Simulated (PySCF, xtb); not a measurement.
aminosilylimino(oxo)methane (CH₄N₂OSi), SMILES N[SiH2]N=C=O.

GFN2-xTB (xtb) at its own geometry gives an orbital gap of 5.34 eV and a dipole moment of 2.72 D.

Coordinates come from a PBE0-D3(BJ)/def2-SVP optimisation. Other conformers were not sampled.

### Question
What does ωB97X/def2-TZVP run with PySCF give? (Estimate from the structure and the level; the computed values follow.)

### Answer
gap 12.66 eV (levels -10.49 and 2.17 eV), dipole 2.58 D.
